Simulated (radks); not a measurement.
Problem. Species: the neodymium ion Nd3+. Configuration: [Xe] 4f2.5 6p0.5 (fractional occupations, a model configuration). All-electron calculation, Dirac Kohn-Sham, BLYP, spin-unpolarised, spherical densities, finite nucleus; open shells are shared between the two j in proportion to 2j + 1; Fermi nuclear charge, rms radius 4.9123 fm. Program: a radial shooting solver on a logarithmic mesh with Libxc functionals. Some entries of the table are withheld. Estimate them.

| orbital | occ. | eigenvalue (hartree) | r(max) (bohr) |
|---|---|---|---|
| 1s1/2 | 2 | -1594.870 | 0.01510 |
| 2s1/2 | 2 | -258.9880 | 0.08566 |
| 2p1/2 | 2 | -245.1134 | 0.06508 |
| 2p3/2 | 4 | -225.9968 | 0.07052 |
| 3s1/2 | 2 | -57.28327 | 0.2440 |
| 3p1/2 | 2 | -51.35456 | 0.2309 |
| 3p3/2 | 4 | -47.54022 | 0.2426 |
| 3d3/2 | 4 | (1) | (2) |
| 3d5/2 | 6 | (3) | (4) |
| 4s1/2 | 2 | -12.46871 | 0.5648 |
| 4p1/2 | 2 | -10.22705 | 0.5720 |
| 4p3/2 | 4 | -9.39089 | 0.5968 |
| 4d3/2 | 4 | -5.69980 | (5) |
| 4d5/2 | 6 | -5.55070 | (6) |
| 5s1/2 | 2 | -2.60606 | 1.293 |
| 5p1/2 | 2 | -1.96881 | 1.402 |
| 5p3/2 | 4 | -1.83789 | 1.466 |
| 4f5/2 | 1.07143 | (7) | 0.6408 |
| 4f7/2 | 1.42857 | (8) | 0.6452 |
| 6p1/2 | 0.166667 | -0.68074 | (9) |
| 6p3/2 | 0.333333 | -0.65548 | (10) |

Solution. 
(1) 3d3/2 eigenvalue (hartree): -37.20414
(2) 3d3/2 r(max) (bohr): 0.1941
(3) 3d5/2 eigenvalue (hartree): -36.37987
(4) 3d5/2 r(max) (bohr): 0.1974
(5) 4d3/2 r(max) (bohr): 0.6118
(6) 4d5/2 r(max) (bohr): 0.6198
(7) 4f5/2 eigenvalue (hartree): -1.32657
(8) 4f7/2 eigenvalue (hartree): -1.30862
(9) 6p1/2 r(max) (bohr): 3.417
(10) 6p3/2 r(max) (bohr): 3.549
